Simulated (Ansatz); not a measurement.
`[SiH3]/N=C\[SeH]` + `[SH][In]([Cl])[Cl]` → `[Cl][In]([Cl])[SeH]` + `[SiH3]/N=C\S`  (redistribution)

Gas-phase electronic energies from Ansatz, PBE0-D4/def2-TZVP geometries. CCSD(T)/CBS adds triple-zeta CCSD(T) − MP2 to the extrapolated MP2 energy (def2 sets, frozen cores). Double bonds are as drawn, so ΔE can hold a change between cis and trans. Elements past krypton have def2 core potentials. For In, Se outer-core shells are correlated without core-valence functions, which leaves a few kJ/mol of doubt a bond. Scalar relativity is left out up to krypton. One conformer a species, not always the lowest.

| level | ΔE (eV) |
| --- | --- |
| MP2/CBS(def2) | -0.24 |
| CCSD/CBS(def2) | -0.24 |

Problem. What does CCSD(T)/CBS give? (An estimate is asked.)

Solution. The calculation gave: -0.23 eV. The listed levels differ from it by -0.01, -0.01 eV.

Largest T1 diagnostic among the species: 0.015.

In def2-TZVPP, CCSD(T) changes the Hartree–Fock value by +0.07 eV (the triples alone add +0.01 eV) and MP2 by +0.06 eV.
